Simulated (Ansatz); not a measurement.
CH5FO2SSi, SMILES `CS[Si](O)(O)F`, 11 atoms. Total charge 0; spin multiplicity 1. All runs use 4 threads of an Arm Neoverse V2 on a shared host. Correlated methods freeze the cores.

Question: Give the basis size and wall time and peak host memory of each of these runs in Ansatz. RKS SPW92 (LDA)/def2-TZVPP energy; RHF-CCSD(T)/def2-TZVPP energy; RKS PBE0-D4/def2-TZVP relaxation (12 steps); RKS ωB97M-V/def2-SVP energy; RKS PBE0-D4/def2-QZVPP energy; RKS PBE0-D4/def2-SVP energy; RKS B97M-V/def2-TZVPP energy; RKS PBE0-D4/def2-TZVP frequencies; RKS BHLYP-D4/def2-TZVPP energy; RKS ωB97M-V/def2-QZVPP energy; RKS HSE06 (plane-wave form)-D4/def2-TZVPP energy; RHF-CCSD(T)/def2-SVP energy. (An estimate is asked.)

Answer: Computed: Other jobs shared the machine, so times are rough.

```
                                    level                    job  functions  wall time  peak host memory (GiB)
                     RKS PBE0-D4/def2-SVP                 energy        117      1.3 s                    0.52
               RKS SPW92 (LDA)/def2-TZVPP                 energy        278      1.6 s                     0.4
                  RKS BHLYP-D4/def2-TZVPP                 energy        278      4.4 s                    0.86
RKS HSE06 (plane-wave form)-D4/def2-TZVPP                 energy        278      4.4 s                    0.87
                     RKS ωB97M-V/def2-SVP                 energy        117        6 s                    0.52
                     RHF-CCSD(T)/def2-SVP                 energy        117      9.5 s                    0.64
                    RKS B97M-V/def2-TZVPP                 energy        278       11 s                    0.51
                   RKS PBE0-D4/def2-QZVPP                 energy        518       12 s                     2.2
                   RKS ωB97M-V/def2-QZVPP                 energy        518       24 s                     2.6
                    RKS PBE0-D4/def2-TZVP  relaxation (12 steps)        228       59 s                     0.7
                    RKS PBE0-D4/def2-TZVP            frequencies        228    3.8 min                    0.69
                   RHF-CCSD(T)/def2-TZVPP                 energy        278    6.3 min                       8
```
